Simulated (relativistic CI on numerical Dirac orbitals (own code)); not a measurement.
# One change at a time: Tl LXXII

Base calculation: Dirac-Coulomb-Breit CI, KLI orbitals optimised for each configuration, model QED (radiative potential, 1s self-energy scaled to tabulated hydrogen-like ionisation energies), unscaled Slater integrals.

Configuration list (outside the closed core 1s2): 2s2 2p6, 2s2 2p5 3s, 2s2 2p5 3p, 2s2 2p5 3d, 2s 2p6 3s, 2s 2p6 3p, 2s 2p6 3d, 2s2 2p5 4s, 2s2 2p5 4p, 2s2 2p5 4d, 2s2 2p5 4f, 2s2 2p4 3s2, 2s2 2p4 3s 3p, 2s 2p6 4s, 2s2 2p4 3s 3d, 2s2 2p4 3p2. Levels of other configurations are missing.

Variants: (1) Breit term removed. Shifts of the energy above 2s2 2p6 1S_0, in eV, for the lowest level and the first level of each name with at least 55 % of one term (blank where a level changes its place among those of its configuration and J or its character, or is not in the variant):

```tsv
Level	Base	Δ(1)
2s2 2p6 1S_0	0.0	0.0
2s2 2p5 3s 3P°_2	9989.3	+25.9
2s2 2p5 3s 1P°_1	9999.1	+25.3
2s2 2p5 3p 3D_3	10745.5	+27.3
2s2 2p5 3p 1P_1	10746.2	+26.3
2s2 2p5 3p 3P_2	10760.6	+24.8
2s2 2p5 3p 1S_0	10826.0	+22.3
2s2 2p5 3d 3P°_0	10924.4	+21.9
2s2 2p5 3d 3P°_1	10935.6	+26.1
2s2 2p5 3d 3F°_4	11063.2	+32.6
2s2 2p5 3d 3D°_3	11082.8	+30.0
2s2 2p5 3d 1P°_1	11114.8	+31.7
2s2 2p5 3s 3P°_0	12104.1	+47.5
2s2 2p5 3s 3P°_1	12107.6	+49.3
```

At this charge energies of transitions that change n are usually good to better than 1 %, and those within a shell (Δn = 0) to a few per cent.

Ionisation energy from the two ground configurations alone: base 19065.5 eV; Breit term removed 19099.6 eV. The NIST ASD value (theoretical) is 19070 eV.

LS names give the leading component of a level, which can be under half, so a name can repeat, a term be missing and a line seem to break the LS rules.
